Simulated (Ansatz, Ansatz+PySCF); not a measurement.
```xyz
2

C     0.0000    0.0000   -0.1453
H     0.0000    0.0000    0.8719
```

Basis set: 6-31G (spherical functions). Correlated methods keep 1 orbital frozen. Correlation on ROHF uses semicanonical orbitals with singles. Charge 0, multiplicity 2.

Computed with Ansatz (development build ahead of 0.2.0); each method stands on the lowest determinant of its kind that the runs found.

**Question.** Give the atomization energy at this shape (free ground-state atoms in the same class of orbitals less the molecule, no zero-point energy) of doublet CH by PBE0 (unrestricted), ROHF-CCSD(T), ROHF-MP2, UHF-MP2, UHF.

**Answer.**

```json
{"method": "PBE0 (unrestricted)", "atomization energy": "3.07 eV"}
{"method": "ROHF-CCSD(T)", "atomization energy": "2.53 eV"}
{"method": "ROHF-MP2", "atomization energy": "2.39 eV"}
{"method": "UHF-MP2", "atomization energy": "2.36 eV"}
{"method": "UHF", "atomization energy": "1.97 eV"}
```

Caution: the shape is not the minimum. Caution for PBE0 (unrestricted), UHF-MP2, UHF: the unrestricted determinant is spin contaminated. Caution for UHF-MP2: a plain start can end on a higher determinant.

This basis has no polarisation functions and is too small for such energies, which can lie far from measured ones in either direction.
